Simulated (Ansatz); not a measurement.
```yaml
crystal:
  periodic: [false, false, false]
  atoms:
    - {symbol: O, position_ang: [2.024668, -2.772632, 2.072626]}
    - {symbol: C, position_ang: [1.722286, -1.284784, 1.106966]}
    - {symbol: O, position_ang: [3.079474, 1.698618, -0.538327]}
    - {symbol: Ge, position_ang: [-2.243986, 1.110188, -0.772876]}
    - {symbol: H, position_ang: [5.527530, 1.253915, 0.604557]}
    - {symbol: H, position_ang: [-3.455020, 2.920598, 0.503567]}
    - {symbol: H, position_ang: [-2.000880, 0.103281, -3.993357]}
    - {symbol: H, position_ang: [-4.568265, -2.391965, -0.149588]}
basis:
  gaussian: {orbitals: cc-pVDZ}
hamiltonian: {xc: {name: r2SCANh}}
output: {forces: true}
```

```sh
$ ansatz run in.yaml --threads 2 --pin off --events-out ev --progress --plain --max-ram 4352MiB
```

Output, abridged:

```
Functional definition: r2SCANh
894 factors; integrals over basis functions are off by at most 6.5e-4 eV
mean field evaluation 1: about -61630.6117 eV, gradient 1.1e2 eV
mean field evaluation 2: about -61053.2523 eV, gradient 2.2e2 eV
mean field evaluation 4: about -61633.9262 eV, gradient 9.5e1 eV
mean field evaluation 8: about -61633.9354 eV, gradient 9.5e1 eV
mean field evaluation 16: about -61679.4188 eV, gradient 5.4e0 eV
mean field evaluation 32: about -61679.6853 eV, gradient 7.0e-3 eV
mean field -61679.68533455 eV, -2266.6866280525 hartree, gradient 1.4e-7 eV, S^2 0.000000; 10 other end points of the search recorded, 0 dependent functions left out
reference -61679.68534887 eV, -2266.6866285787 hartree; 29, 29 occupied and 60, 60 virtual orbitals, 894 factors
Total energy: -61679.68534887 eV, -2266.6866285787 hartree
Atom 0 at     2.024668    -2.772632     2.072626 Å, force    -1.871073     9.268158    -6.011152 eV/Å
Atom 1 at     1.722286    -1.284784     1.106966 Å, force     1.920556    -9.165118     5.951067 eV/Å
Atom 2 at     3.079474     1.698618    -0.538327 Å, force     1.281505    -0.364324     0.697556 eV/Å
Atom 3 at    -2.243986     1.110188    -0.772876 Å, force    -1.067644     1.066073     0.566494 eV/Å
Atom 4 at     5.527530     1.253915     0.604557 Å, force    -1.400772     0.249648    -0.642095 eV/Å
Atom 5 at    -3.455020     2.920598     0.503567 Å, force     1.116714    -1.655659    -1.382022 eV/Å
Atom 6 at    -2.000880     0.103281    -3.993357 Å, force    -0.116749     0.411478     0.821692 eV/Å
Atom 7 at    -4.568265    -2.391965    -0.149588 Å, force     0.137463     0.189743    -0.001539 eV/Å
Dipole moment:    -0.775498     0.341235    -0.062016 e Å
```

Task: Something in this input is off. What?

Result: The geometry is stretched to more than twice its size. The calculation finished and met its thresholds. The result belongs to that input, not to the molecule as meant.
